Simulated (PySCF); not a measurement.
C₂H₄O₃Si. Atoms are numbered in the order given.

```xyz
10

C      0.0000     0.0000     2.7138
C      0.0000     0.0000     1.4844
Si     0.0000     0.0000    -0.3573
O      1.2497    -0.9335    -0.9273
O      0.1836     1.5491    -0.9273
O     -1.4333    -0.6155    -0.9273
H      0.0000     0.0000     3.7964
H      1.2769    -1.8403    -0.5761
H      0.9553     2.0260    -0.5761
H     -2.2322    -0.1857    -0.5761
```
Charge 0, spin multiplicity 1.

Geometry: PBE-D3(BJ)/def2-SVP. This is a generated structure with no PubChem entry under its InChIKey; it may be hypothetical. Other conformers were not sampled.

Method: PBE/def2-TZVP (PySCF).

Gas-phase values at a fixed geometry.

**Question.** Estimate the frontier levels, gap, dipole moment and polarisability. (The exact figures need the calculation; the answer reports its results.)

**Answer.** 
```yaml
highest_occupied_level: -7.13 eV
lowest_empty_level: -1.21 eV
orbital_gap: 5.92 eV
dipole_moment: 2.60 D
quadrupole, principal values (traceless, Buckingham form, about the centre of nuclear charge): -1.78, 0.89, 0.89 D·Å
mean_static_polarisability: 56.3 bohr³ (8.34 Å³)
polarisability_principal_values: 47.3, 47.3, 74.2 bohr³
```
